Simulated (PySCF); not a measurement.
# Electron correlation in Ca⁹⁺ (calcium, charge +9)

[Ne] 3s1, 2S determinant. Calculation: PySCF 2.14, in an uncontracted even-tempered set (19 s from 0.4 bohr⁻², ratio 2.5; 12 p from 0.52 bohr⁻², ratio 2.5; 5 d from 2.4 bohr⁻², ratio 2.7; 4 f from 3.5 bohr⁻², ratio 2.7); the spin-free X2C one-electron Hamiltonian (Gaussian nucleus). Frozen: 1s2; 9 electrons correlated; the 22 highest virtual orbitals of each spin left out.

MP2 pair energies summed by pair of shells (mhartree):

```tsv
pair	energy	share (%)
2p-2p	-206.35	67.5
2s-2p	-63.80	20.9
2p-3s	-21.93	7.2
2s-2s	-10.51	3.4
2s-3s	-3.27	1.1
```

Total MP2 correlation energy: -305.86 mhartree.

Same-spin part -81.43 and opposite-spin part -224.43 mhartree; SCS-MP2 scales them by 1/3 and 6/5 to -296.46 mhartree.
